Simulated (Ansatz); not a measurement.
C₄H₇, charge -1, singlet, at a GFN2-xTB geometry (a gas-phase anion, which may not be bound at this level); CAM-B3LYP/6-31G* (Ansatz, a program for electronic structure).

Here is a job for Ansatz.
Ansatz 0.2 input:
```yaml
crystal:
  periodic: [false, false, false]
  atoms:
    - {symbol: C, position_ang: [-0.01707892, 0.13768366, 1.56711869]}
    - {symbol: C, position_ang: [-0.00258751, 0.01589936, 0.23872691]}
    - {symbol: H, position_ang: [-0.01937530, -0.90033578, 2.05551585]}
    - {symbol: C, position_ang: [0.00330867, 1.25366579, -0.64010594]}
    - {symbol: H, position_ang: [-0.00577892, 2.15256181, -0.02325221]}
    - {symbol: H, position_ang: [0.89326881, 1.29293502, -1.28777368]}
    - {symbol: H, position_ang: [-0.87285877, 1.28799033, -1.30658702]}
    - {symbol: C, position_ang: [0.01031081, -1.25397826, -0.63835837]}
    - {symbol: H, position_ang: [0.00619538, -2.15281432, -0.01577716]}
    - {symbol: H, position_ang: [-0.86732463, -1.30245721, -1.30263128]}
    - {symbol: H, position_ang: [0.90215513, -1.29750313, -1.28378223]}
basis:
  gaussian:
    orbitals: 6-31G*
hamiltonian:
  xc: cam_b3lyp
total_charge: -1
```

It wrote (shortened):

```
Functional definition: CAM-B3LYP
972 factors; their error is unknown
274 factors; integrals over basis functions are off by at most 6.8e-6 eV
mean field evaluation 1: about -4253.1416 eV, gradient 3.6e1 eV
mean field evaluation 2: about -4253.2011 eV, gradient 3.6e1 eV
mean field evaluation 4: about -4256.5953 eV, gradient 2.3e0 eV
mean field evaluation 8: about -4256.6101 eV, gradient 1.5e-1 eV
mean field evaluation 16: about -4256.5608 eV, gradient 9.6e-5 eV
mean field -4256.56076688 eV, -156.4257229825 hartree, gradient 1.3e-5 eV, S^2 0.000000; 0 other end points of the search recorded, 0 dependent functions left out
reference -4256.56087758 eV, -156.4257270505 hartree; 16, 16 occupied and 58, 58 virtual orbitals, 972 factors
Total energy: -4256.56087758 eV, -156.4257270505 hartree
```
